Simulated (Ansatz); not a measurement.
Molecule: C4H8O (charge +1, doublet). SMILES of the parent species: CCC(C)=O
Coordinates optimised at B3LYP-D3(BJ)/def2-TZVP (Ansatz, a quantum-chemistry and plane-wave program):
```xyz
13

C      2.0310    -0.0228    -0.2507
C      0.8122    -0.1168     0.6313
C     -0.5774    -0.0201    -0.1007
C     -1.8000     0.2966     0.7497
O     -0.6445    -0.1964    -1.2742
H      2.9053    -0.0972     0.4020
H      2.0899     0.9347    -0.7671
H      2.0794    -0.8307    -0.9782
H      0.7051    -1.0921     1.1255
H      0.7500     0.6624     1.3951
H     -1.7664     1.3773     0.9202
H     -1.6952    -0.2250     1.7003
H     -2.7067     0.0205     0.2190
```
Charge +1, spin multiplicity 2.

Parts of the frozen-core correlation energy in cc-pVTZ (Ansatz, hartree). Frozen orbitals: 5; correlated occupied orbitals by spin: 15 and 14; virtual: 242 and 243. Open shells are spin-unrestricted. No spin-orbit coupling. No relativistic terms.

```json
[
 {"term": "reference (HF)", "value": "-230.78110"},
 {"term": "MP2 opposite-spin", "value": "(withheld)"},
 {"term": "MP2 same-spin", "value": "-0.19557"},
 {"term": "CCSD correlation", "value": "(withheld)"},
 {"term": "(T)", "value": "(withheld)"},
 {"term": "T1 diagnostic", "value": "0.029"},
 {"term": "largest doubles amplitude", "value": "0.054"},
 {"term": "<S^2> of the reference", "value": "0.777"}
]
```

### Question
Some entries are withheld; supply them.

### Answer

- MP2 opposite-spin, value: -0.65505
- CCSD correlation, value: -0.91028
- (T), value: -0.03777
